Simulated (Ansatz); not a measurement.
Isolated molecules relaxed with PBE0-D4/def2-TZVP in Ansatz; ΔE leaves out vibrations. CBS: MP2 limit from def2 TZ/QZ plus the TZ coupled-cluster correction, frozen cores. This one scheme is used for every species. DFT in def2-TZVPP. B3LYP here is the variant with VWN-RPA as its local correlation; programs differ in this. For As outer-core shells are correlated without core-valence functions, which leaves a few kJ/mol of doubt a bond. Scalar relativity is left out up to krypton.

`B[SiH]1CO1` + `[AsH3]` → `[AsH2][SiH]1CO1` + BH₃  (cleavage of the Si–B bond)

| level | ΔE (kcal/mol) | difference from CCSD(T)/CBS |
| --- | --- | --- |
| PBE-D4 | -7.0 | 3.5 |
| r2SCAN-D4 | -8.1 | 2.4 |
| PBE0-D4 | -8.9 | 1.6 |
| B3LYP-D4 | -9.2 | 1.3 |
| ωB97X-V | -9.8 | 0.7 |
| ωB97M-V | -10.3 | 0.2 |
| B2PLYP | -9.7 | 0.8 |
| PBE | -6.3 | 4.2 |
| r2SCAN | -7.9 | 2.6 |
| PBE0 | -8.3 | 2.2 |
| B3LYP | -8.2 | 2.3 |
| HF/def2-TZVPP | -11.2 | -0.7 |
| MP2/def2-TZVPP | -12.4 | -1.9 |
| SCS-MP2/def2-TZVPP | -11.8 | -1.3 |
| CCSD/def2-TZVPP | -9.9 | 0.6 |
| CCSD(T)/def2-TZVPP | -9.8 | 0.7 |
| HF/def2-QZVPP | -11.1 | -0.6 |
| MP2/def2-QZVPP | -12.7 | -2.2 |
| SCS-MP2/def2-QZVPP | -12.1 | -1.6 |
| HF/CBS(def2) | -11.1 | -0.6 |
| MP2/CBS(def2) | -13.1 | -2.6 |
| CCSD/CBS(def2) | -10.6 | -0.1 |
| CCSD(T)/CBS | -10.5 | 0 |

Largest T1 diagnostic among the species: 0.018.

From PBE to PBE0 (25 % exact exchange), in def2-TZVPP and without D4, ΔE moves by −2.0 kcal/mol. The D4 term adds −1.1 kcal/mol with B3LYP and −0.6 kcal/mol with PBE0; it sums over pairs of atoms, weighted by their polarisabilities, and B3LYP, whose exchange is more repulsive, gets the larger term.
